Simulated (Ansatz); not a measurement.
Species: fluoro(triiodo)germane, sum formula GeI3F, charge 0, multiplicity 1. SMILES: [F][Ge]([I])([I])[I]
Coordinates optimised at B3LYP-D3(BJ)/def2-TZVP (Ansatz, an electronic-structure program):
```
Ge
F 1 1.7401
I 1 2.5109 2 106.31
I 1 2.5109 2 106.31 3 -120.00
I 1 2.5109 2 106.31 3 120.00
```
Charge 0, spin multiplicity 1.

Quantity: vertical triplet-singlet gap (E(triplet) - E(singlet); each state is the SCF solution reached for its spin; the molecule has degenerate orbitals, so one determinant may break the symmetry), in kJ/mol. Valence correlation only, unless marked. UHF or UKS for open shells. Spin-orbit coupling is left out. Frozen are the shells of the preceding noble gas and the d and f shells that filled before the atom's block. In def2 rows, elements after Kr have scalar-relativistic effective core potentials. Basis-set limits of correlation are two-point, X^-3; Hartree-Fock from the larger set. The bracket is a focal-point correction in the basis named.

```tsv
level	program	vertical triplet-singlet gap (kJ/mol)
HF/def2-SVPD	Ansatz	360.1
B3LYP/def2-TZVPD	Ansatz	297.0
```

Question: Predict the RI-MP2/CBS(def2-TZVPPD,def2-QZVPPD)+[CCSD(T)-MP2]/def2-TZVPPD result (Ansatz).

Answer: 385.0 kJ/mol, so B3LYP/def2-TZVPD differs from it by -88.0 kJ/mol.
